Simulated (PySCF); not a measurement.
## Dipole response of Mg⁺ (magnesium, charge +1)

[Ne] 3s1, 2S determinant. Computed with PySCF 2.14 in aug-cc-pCVQZ, with no relativity, point nucleus. Coupled (time-dependent) response in atomic units; α is the mean over directions.

```tsv
method	mean α (bohr³)	C₆ (like pair)	S(−4)
UHF	38.82	179.6	1600
PBE	33.64	145.0	1212
PBE0	35.15	154.7	1322
PBEsol	33.50	144.1	1203
```

S(−4) is the Cauchy moment in α(ω) = α(0) + S(−4) ω² + …

α(iu) at PBEsol:

```
u (hartree)  α(iu) (bohr³)
          0          33.50
     0.0500          30.74
      0.100          24.69
      0.200          13.95
      0.300          8.256
      0.500          3.807
      0.750          2.052
       1.00          1.366
       1.50         0.8172
       2.00         0.5862
       3.00         0.3694
       5.00         0.1957
```

A single London oscillator, α(iu) = α/(1 + u²/ω²), gives C₆ = (3/4) ω α². Matching the computed C₆ needs ω = 4 × 144.1 / (3 × 33.50²) = 0.171 hartree.

For an ion, C₆ is the dispersion term alone; charge-induced terms of lower order in 1/R come first.
